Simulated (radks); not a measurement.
Problem. These are the eigenvalues of the occupied orbitals of an atom or ion with whole-number occupations (Ry). Calculated with a radial shooting solver on a logarithmic mesh with Libxc functionals: scalar-relativistic Kohn-Sham, LDA (Slater exchange, Perdew-Wang correlation), spin-polarised, spherical densities, finite nucleus; Fermi nuclear charge, rms radius of each element as measured or else 0.836 A^(1/3) + 0.57 fm.

| orbital | eigenvalue |
|---|---|
| 1s | -6471.342 |
| 2s | -1160.204 |
| 2p | -996.4967 |
| 3s | -280.8212 |
| 3p | -233.8545 |
| 3d | -185.7357 |
| 4s | -65.88777 |
| 4p | -50.48228 |
| 4d | -32.60740 |
| 5s | -13.65405 |
| 4f | -12.85751 |
| 5p | -9.35984 |
| 5d | -4.55266 |

Which element is it, and in what charge state? The configuration may be excited. Open shells, if any, are filled with parallel spins first.

Solution. Z = 82, lead, charge +4: Pb4+ in [Xe] 4f14 5d10. The list shows which subshells hold electrons but not how many an open one holds; the 1s level, -3235.7 hartree, gives Z - s = 80.4 by -(Z - s)^2/2, which with screening and relativity narrows Z to a few neighbours, and the depths of the outer levels then fix element, charge and occupations together.
